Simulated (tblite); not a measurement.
Compound: C₁₀H₈N₂.
Z-matrix (Å and degrees, GFN2-xTB geometry), rows numbered from 1:
```
C 
C   1  1.3850
C   2  1.3822  1  120.19
C   3  1.3934  2  120.34  1     0.40
C   4  1.4653  3  120.43  2   179.50
C   5  1.3894  4  122.80  3    39.47
C   6  1.3909  5  117.43  4   179.41
N   7  1.3193  6  123.06  5    -0.28
N   8  1.2999  7  119.97  6     1.16
C   9  1.3146  8  120.76  7    -0.80
C   4  1.3935  3  119.10  2    -0.16
C  11  1.3822  4  120.35  3    -0.21
H   1  1.0796  2  120.11  3   179.69
H   2  1.0799  1  120.02  3   179.95
H   3  1.0806  2  119.90  1   178.88
H   6  1.0800  5  121.44  4     0.83
H   7  1.0809  6  121.56  5  -179.64
H  10  1.0815  5  121.22  4     1.86
H  11  1.0802  4  119.66  3  -178.83
H  12  1.0800  1  120.02  2  -179.99
```

Computed values, GFN2-xTB/tblite, gas phase, harmonic and unscaled. Errors from tens to a few hundred cm⁻¹ against measured bands are possible. One conformer, not necessarily the lowest.

Harmonic wavenumbers (cm⁻¹): 66.0, 81.8, 111.9, 232.0, 302.8, 322.0, 328.8, 370.9, 467.8, 537.9, 589.0, 590.4, 641.1, 668.5, 728.7, 751.8, 765.2, 821.7, 876.0, 903.2, 909.1, 923.3, 930.2, 933.5, 970.0, 1023.9, 1076.2, 1088.9, 1099.6, 1119.3, 1127.0, 1182.2, 1200.3, 1209.9, 1237.8, 1280.6, 1293.5, 1319.0, 1352.9, 1420.6, 1430.8, 1479.5, 1518.7, 1540.4, 1582.0, 1598.1, 3066.7, 3069.0, 3075.2, 3078.1, 3079.3, 3084.5, 3089.7, 3097.9.

A = 3011, B = 554.6, C = 485.6 MHz; mass 156.069 u (most abundant isotopes); point group C1, symmetry number 1.

What is the zero-point energy?

½Σν̃ = 33323 cm⁻¹ = 95.27 kcal/mol.

What is S at 298.15 K and 1 bar for an ideal gas of classical rigid rotors and harmonic oscillators?

Translation 41.07, rotation 30.36, vibration 23.84: S = 95.3 cal/(mol K).

And Cp and H(298.15 K) − H(0)?

Cp = 38.28 cal/(mol K), of which vibrations give 30.33 (their classical limit is 54 R = 107.3); H(298.15 K) − H(0) = 6.37 kcal/mol without the zero-point energy, 4.00 from vibrations.

Which modes carry the vibrational entropy at 298.15 K?

66.0 cm⁻¹: 4.27; 81.8 cm⁻¹: 3.85; 111.9 cm⁻¹: 3.24; 232.0 cm⁻¹: 1.86; 302.8 cm⁻¹: 1.40; 322.0 cm⁻¹: 1.30 cal/(mol K); the other 48 give 7.92 together.

Blend soft modes into free rotors: weight 1/[1 + (100 cm⁻¹/ν̃)⁴] for the oscillator and the rest for a rotor with moment μB/(μ + B), μ = h/(8π²ν), B = 10⁻⁴⁴ kg m². What vibrational entropy results?

22.28 cal/(mol K) in place of 23.84, which changes −T·S at 298.15 K by +0.46 kcal/mol.

How do the functions run with temperature in this model?

```csv
T (K),S (cal/(mol K)),Cp (cal/(mol K)),H − H(0) (kcal/mol),G − H(0) (kcal/mol),ln q(vib)
150,76.0,20.6,2.07,-9.33,2.11
250,89.1,32.1,4.68,-17.59,4.17
400,108.3,50.8,10.92,-32.40,7.64
600,132.7,69.4,23.09,-56.54,12.68
900,164.3,85.8,46.62,-101.24,20.24
```

q(vib) and H(0) count from the zero-point level.

What must be added to the electronic energy to get the Gibbs energy at 298.15 K and 1 bar?

ZPE + [H(298.15 K) − H(0)] − T·S = 95.27 + 6.37 − 28.40 = 73.24 kcal/mol.

Hindered rotation and anharmonicity are outside this model. Other conformers, if any are populated, would add a mixing term that is left out. The structure is chiral; the term R ln 2 for an equal mix with its mirror image is left out.
